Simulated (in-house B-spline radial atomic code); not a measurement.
Atomic self-consistent-field run: the rhenium ion Re²⁺ (an excited or competing configuration). Method: Dirac-Hartree-Fock, average of configuration, Fermi nucleus of rms radius 5.3698 fm. Calculated with a radial B-spline atomic code at the basis-set limit.

Command:
```bash
python run_scf.py task.json out
```
Settings (nuclear radius in fm, mass in u):
```
Z                75
configuration    [Xe] 4f14 5d4 7f1
hamiltonian      dirac
method           hf
spin_polarised   False
nucleus          fermi
rms_radius       5.3698
atomic_mass      186.95575
speed_of_light   137.035999084
```

Output (hartree, bohr):
```
 radial grid: 81 intervals, B-splines of order 8, outer radius 60 bohr

 iter        energy (Eh)    residual
    1      -16704.803553    6.67e-01
    2      -16705.869259    8.71e-02
    3      -16705.963584    1.79e-02
    4      -16705.966673    8.51e-03
    5      -16705.967564    1.40e-03
    6      -16705.967593    3.41e-04
    7      -16705.967595    1.19e-04
    8      -16705.967595    4.09e-05
    9      -16705.967595    7.40e-06
   10      -16705.967595    1.61e-07

 total energy                    -16705.96760
 kinetic                           18877.5230
 electron-nucleus                 -41721.2054
 electron-electron                  6137.7148

 first-order corrections (not in the total)
   Gaunt                            20.1625
   retardation                      -2.1362
   frequency dependence             -0.3574
   self-energy                      14.7494
   Uehling                          -2.8107
   Wichmann-Kroll                    0.1139
   recoil                            0.0301

 orbital      occ     eigenvalue          <r>       <r^2>       <1/r>     <1/r^2>       r_max    small
 1s1/2      2.000     -2652.0563    0.0180366 0.000447938     88.7082     19012.9     0.01124  8.02e-02
 2s1/2      2.000      -465.7317    0.0755394  0.00681163     21.6453     2607.56     0.06467  1.82e-02
 2p1/2      2.000      -444.7039    0.0625425  0.00487183      21.565     820.014     0.04809  1.83e-02
 2p3/2      4.000      -391.6915    0.0705752  0.00606514     18.0315     444.117     0.05499  1.65e-02
 3s1/2      2.000      -110.9188     0.196481   0.0442911     7.96049     588.824      0.1819  6.04e-03
 3p1/2      2.000      -101.5783     0.186846   0.0407122     7.86105     188.433      0.1705  5.97e-03
 3p3/2      4.000       -89.8917     0.201589   0.0471897     6.95107     103.822      0.1845  5.46e-03
 3d3/2      4.000       -74.4208     0.176589   0.0366375     6.82592     58.3834      0.1446  5.31e-03
 3d5/2      6.000       -71.9094      0.18113   0.0384172     6.61209      54.002      0.1485  5.17e-03
 4s1/2      2.000       -25.1768     0.440715      0.2193     3.32467     144.445      0.4132  1.97e-03
 4p1/2      2.000       -21.2425     0.445927    0.226345      3.2121     45.4057      0.4132  1.88e-03
 4p3/2      4.000       -18.4867     0.477461    0.259262     2.91204     25.3722      0.4419  1.70e-03
 4d3/2      4.000       -12.0199     0.493588    0.282241     2.69367     13.1754      0.4389  1.50e-03
 4d5/2      6.000       -11.5021     0.504735    0.294934      2.6189     12.1572      0.4483  1.44e-03
 5s1/2      2.000        -4.7121      1.04854     1.23342      1.2784     25.2928      0.9466  4.29e-04
 5p1/2      2.000        -3.4139      1.14105     1.47013     1.16214     7.24159        1.01  3.64e-04
 5p3/2      4.000        -2.9845      1.23156     1.71173       1.059     4.04247       1.087  3.15e-04
 4f5/2      6.000        -3.2894     0.568029    0.397048      2.1923     6.06762      0.4167  1.06e-03
 4f7/2      8.000        -3.1905     0.576255    0.408931     2.16145     5.89243      0.4218  1.04e-03
 5d3/2      1.600        -1.3586      1.64667     3.13089    0.780551     1.40426       1.354  1.77e-04
 5d5/2      2.400        -1.3220      1.69124     3.29964    0.757068     1.28373       1.392  1.67e-04
 7f5/2      0.429        -0.1285      15.4053     270.578   0.0903787   0.0183263       16.87  4.52e-06
 7f7/2      0.571        -0.1286      15.3978     270.303   0.0904418   0.0184569       16.86  4.56e-06

 Slater integrals (Eh)
   F0(5d3/2,5d3/2)               0.548715
   F2(5d3/2,5d3/2)               0.287704
   F0(5d3/2,5d5/2)               0.541279
   F2(5d3/2,5d5/2)               0.283812
   G2(5d3/2,5d5/2)               0.283536
   G4(5d3/2,5d5/2)               0.188041
   F0(5d3/2,7f5/2)               0.089027
   F2(5d3/2,7f5/2)               0.010582
   G1(5d3/2,7f5/2)               0.007145
   G3(5d3/2,7f5/2)               0.004330
   F0(5d3/2,7f7/2)               0.089054
   F2(5d3/2,7f7/2)               0.010578
   G3(5d3/2,7f7/2)               0.004316
   G5(5d3/2,7f7/2)               0.003031
   F0(5d5/2,5d5/2)               0.534203
   F2(5d5/2,5d5/2)               0.280455
   F4(5d5/2,5d5/2)               0.185988
   F0(5d5/2,7f5/2)               0.088963
   F2(5d5/2,7f5/2)               0.010947
   F4(5d5/2,7f5/2)               0.005142
   G1(5d5/2,7f5/2)               0.007635
   G3(5d5/2,7f5/2)               0.004631
   G5(5d5/2,7f5/2)               0.003250
   F0(5d5/2,7f7/2)               0.088989
   (list cut)
```

Run time, properties included: 2 s on 1 thread of Arm Neoverse V1, with other jobs on the host.

For the Dirac Hamiltonian the kinetic term is c α·p + (β - 1)c².
